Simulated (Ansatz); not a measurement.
`[Cl][Cu]`. Charge 0, multiplicity 1. Correlated methods include outer-core shells of Cu, which these sets cover unevenly. Scalar relativity is left out up to krypton.

```xyz
2

Cl    0.195    0.919   -0.441
Cu   -0.195   -0.919    0.441
```

Question: Give the diagnostics of a CCSD(T)/def2-TZVPP run (frozen core, the Gaussian-basis code of Ansatz). (Estimate.)

Answer: The calculation gave: T1 = 0.0258, largest single amplitude 0.080, largest double 0.037, (T) share of the correlation energy 3.0 %, 16 CCSD cycles. The RHF solution is stable towards an unrestricted one. T1 lies over the customary mark of 0.02 for closed shells; compounds of d metals often pass it without a breakdown.
